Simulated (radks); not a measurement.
Values are calculated unless marked as measured or tabulated.
Species: Cl VI. Configuration: [Ne] 3s2.

Level of theory: scalar-relativistic Kohn-Sham, PBEsol, spin-polarised, spherical densities, finite nucleus; Fermi nuclear charge, rms radius 3.3654 fm (a radial shooting solver on a logarithmic mesh with Libxc functionals).

Energy parts (hartree):
total: -453.51138
kinetic: 455.65360
electron-nucleus: -1044.68120
Hartree: 160.61366
exchange-correlation: -25.09743

Orbitals (lengths in bohr, moments of r in powers of bohr):
orbital  occ.  eigenvalue (hartree)      <r^4>
1s          2             -104.1961  0.0003211
2s          2             -12.36127    0.09638
2p          6             -10.14507    0.08641
3s          2              -3.28277      5.782

The highest occupied level is 3s at -89.329 eV. The density falls to 0.001 e/bohr^3 at r = 2.57 bohr. The electron density at the nucleus is 3609 e/bohr^3 (large components only). For comparison, the ionisation energy in NIST's Atomic Spectra Database is 96.94 eV (semi-empirical). In exact Kohn-Sham theory the highest level is minus the ionisation energy, but local and semilocal functionals leave it too shallow, through self-interaction and a potential that decays too fast; potentials with the right tail come closer.
